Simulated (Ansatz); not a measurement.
Single points on Nb3⁻.

```yaml
crystal:
  periodic: [false, false, false]
  atoms:
    - {symbol: Nb, position_ang: [0.484451, 0.165841, 0.131486]}
    - {symbol: Nb, position_ang: [2.548595, 0.969101, -0.117591]}
    - {symbol: Nb, position_ang: [1.860954, 0.447259, 2.094405]}
basis:
  gaussian: {orbitals: def2-TZVPD}
total_charge: -1
hamiltonian: {xc: pbe0, dispersion: d4}
output: {orbitals: {seedname: orbitals}}
```

The file start.molden holds the orbitals of an earlier run on this structure, at another level or in another basis.

```sh
$ ansatz run in.yaml --threads 4 --pin off --events-out ev --progress --plain --max-ram 3916MiB
```

Output, abridged:

```
Functional definition: PBE0
1113 factors; their error is unknown
mean field evaluation 1: about -4633.3359 eV, gradient 6.9e1 eV
mean field evaluation 2: about -4291.0131 eV, gradient 2.4e2 eV
mean field evaluation 4: about -4605.5706 eV, gradient 1.2e2 eV
mean field evaluation 8: about -4645.0963 eV, gradient 4.7e0 eV
mean field evaluation 16: about -4645.2189 eV, gradient 2.0e-1 eV
mean field evaluation 32: about -4645.2194 eV, gradient 4.8e-5 eV
mean field evaluation 64: about -4645.1671 eV, gradient 3.8e-1 eV
mean field evaluation 96: about -4644.8466 eV, gradient 5.1e-6 eV
mean field evaluation 128: about -4645.2102 eV, gradient 8.5e-1 eV
mean field evaluation 160: about -4645.2092 eV, gradient 5.6e-1 eV
mean field -4645.21948848 eV, -170.7086675589 hartree, gradient 4.5e-6 eV, S^2 0.000000; 13 other end points of the search recorded, 0 dependent functions left out
reference -4645.21950982 eV, -170.7086683429 hartree; 20, 20 occupied and 100, 100 virtual orbitals, 1113 factors
Total energy: -4645.35745401 eV, -170.7137376986 hartree
```

Hardware: 4 threads of Arm Neoverse V2 on a shared host. Wall time 21 s.

The first input with `gaussian: {orbitals: def2-TZVPD, initial_orbitals: start.molden}`, `hamiltonian: {xc: pbe, dispersion: d4}`, `scf: {omitted_lower_state_checks: [starts]}` (abridged; 2.2 s):

```
Functional definition: PBE
mean field -4649.92936077 eV, -170.8817521729 hartree, gradient 2.9e-6 eV, S^2 0.000000
Total energy: -4650.09193509 eV, -170.8877266689 hartree
Checks for a lower state left out: starts
```

First input, but with `gaussian: {orbitals: def2-TZVPD, initial_orbitals: start.molden}`, `hamiltonian: {xc: r2scan, dispersion: d4}`, `scf: {omitted_lower_state_checks: [starts]}` (abridged; 4.6 s):

```
Functional definition: r2SCAN
mean field evaluation 16: about -4649.0729 eV, gradient 3.7e-4 eV
mean field -4649.07287195 eV, -170.8502767894 hartree, gradient 1.6e-6 eV, S^2 0.000000
Total energy: -4649.09818584 eV, -170.8512070577 hartree
Checks for a lower state left out: starts
```

First input, but with `gaussian: {orbitals: def2-TZVPD, initial_orbitals: start.molden}`, `correlation: {method: ccsd_t}`, `scf: {omitted_lower_state_checks: [starts]}` and without the key `hamiltonian` (abridged; 83 s):

```
Functional definition: HF
mean field evaluation 16: about -4591.7599 eV, gradient 1.2e-5 eV
mean field evaluation 32: about -4587.9166 eV, gradient 8.6e0 eV
mean field evaluation 64: about -4590.1821 eV, gradient 1.3e-1 eV
mean field evaluation 96: about -4588.3488 eV, gradient 1.7e0 eV
mean field evaluation 128: about -4588.2208 eV, gradient 6.8e0 eV
mean field evaluation 160: about -4591.3439 eV, gradient 3.0e-4 eV
mean field -4591.75986120 eV, -168.7440624924 hartree, gradient 3.4e-6 eV, S^2 0.000000; 2 other end points of the search recorded, 0 dependent functions left out; unrestricted orbitals would lower it
mean field evaluation 192: about -4592.2355 eV, gradient 2.0e0 eV
mean field evaluation 224: about -4594.9496 eV, gradient 2.8e-4 eV
mean field evaluation 256: about -4591.3422 eV, gradient 2.4e0 eV
mean field evaluation 288: about -4585.0665 eV, gradient 3.0e1 eV
mean field evaluation 320: about -4593.9179 eV, gradient 1.3e0 eV
mean field evaluation 352: about -4595.2117 eV, gradient 8.3e-1 eV
mean field evaluation 384: about -4595.2285 eV, gradient 2.1e-1 eV
mean field evaluation 416: about -4591.2587 eV, gradient 1.7e-3 eV
determinant -4591.75986120 eV, -168.7440624924 hartree, with singles and doubles -4623.70677389 eV, -169.9180898795 hartree
determinant -4591.34386343 eV, -168.7287748563 hartree, with singles and doubles -4623.07952695 eV, -169.8950389795 hartree
determinant -4590.18219442 eV, -168.6860843076 hartree, with singles and doubles -4621.87289853 eV, -169.8506962029 hartree
determinant -4591.25873706 eV, -168.7256465199 hartree, with singles and doubles -4624.00982927 eV, -169.9292269594 hartree
determinant -4591.75986120 eV, -168.7440624924 hartree, with singles and doubles -4623.68348502 eV, -169.9172340293 hartree
determinant -4591.25873706 eV, -168.7256465199 hartree, with singles and doubles -4624.16222547 eV, -169.9348274163 hartree
unrestricted determinant -4595.23504634 eV, -168.8717731909 hartree, S^2 4.8304
second order -41.70935022 eV of doubles, -0.00000000 eV of singles
cycle   1  -32.90346696 eV  change    2.1e-5 eV  update   6.4e-6
perturbative correction -3.43795997 eV, -0.1263426984 hartree
Total energy: -4627.60016398 eV, -170.0611693264 hartree
Checks for a lower state left out: starts
```

Geometry: r2SCAN-D4/def2-TZVP, that of the neutral doublet.

In the def2 sets Nb takes a core potential; there is no spin–orbit coupling. Correlated methods freeze no core orbitals; core or outer-core shells of Nb are correlated, in sets that lack core-valence functions. A triplet lies near this restricted singlet, and broken spin symmetry wasn't tried. At PBE0-D4/def2-TZVPD, PBE-D4/def2-TZVPD, r2SCAN-D4/def2-TZVPD the highest occupied level of the charge -1 singlet lies above zero (up to 1.32 eV). Its loss leaves the charge 0 doublet, which lies 0.62 eV higher (vertical, at PBE-D4/def2-TZVPD), but this difference is unsure: the doublet is doubtful (at the level of its geometry, ⟨S²⟩ 1.11, where a pure state has 0.75). At PBE-D4/def2-TZVPD an occupied level of the charge -1 singlet lies above an empty one (by up to 0.08 eV), so this SCF solution is probably not the lowest. At CCSD(T)/def2-TZVPD T1 of the charge -1 singlet is large (up to 0.071), so the single-reference result is doubtful. At CCSD(T)/def2-TZVPD the stability test found the charge -1 singlet unstable. At PBE0-D4/def2-TZVPD a triplet of charge -1 lies 0.56 eV below the restricted singlet at the same geometry. That triplet is doubtful there (⟨S²⟩ 2.34, where a pure state has 2.00). The structure comes from a short search, and lower isomers may exist.
